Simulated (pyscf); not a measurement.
Thermochemistry of product channels of `[O]=[AsH]` + `[GaH3]` on the singlet surface, in kcal/mol, from CCSD(T)/def2-TZVPP + ΔMP2(QZVPP) energies (ideal gas, 1 atm, RRHO with modes under 100 cm⁻¹ raised to 100, one conformer, R ln 2 for chiral ones without a mode under 150 cm⁻¹). Optimised with ωB97X-D3(BJ)/def2-SVP in PySCF. Correlated levels are frozen-core, on RHF or UHF. ΔMP2 is the change of the MP2 total energy from the triple- to the quadruple-zeta basis.

```
products            ΔE  ΔH(298 K)  ΔG(298 K)  ΔG(900 K)
-----------------  ---  ---------  ---------  ---------
`[GaH2][O][AsH2]`  [?]      -53.1      -43.4      -24.8
`[OH][AsH][GaH2]`  [?]      -47.6      -37.3      -17.5
```

### Question
Complete the blanks.

### Answer

- `[GaH2][O][AsH2]`, ΔE: -56.1
- `[OH][AsH][GaH2]`, ΔE: -52.3

These are energies of the channels, which say nothing of barriers. O=AsH lies 7.5 kcal/mol over its isomer HO–As: [triplet] (electronic energy, ωB97M-D3(BJ)). H₂Ga–O–AsH₂ lies 20.8 kcal/mol over its isomer HO–GaH–AsH₂ (electronic energy, ωB97M-D3(BJ)). The CCSD(T) − MP2 part came from Ansatz, without density fitting, on the same reference. The frozen core leaves the outer d or s,p core shells of the metals and heavy elements correlated in the MP2 and CC values, and def2-TZVPP describes them poorly, which can shift differences by a few kcal/mol. Elements up to Kr have no core potential and no relativistic terms here.
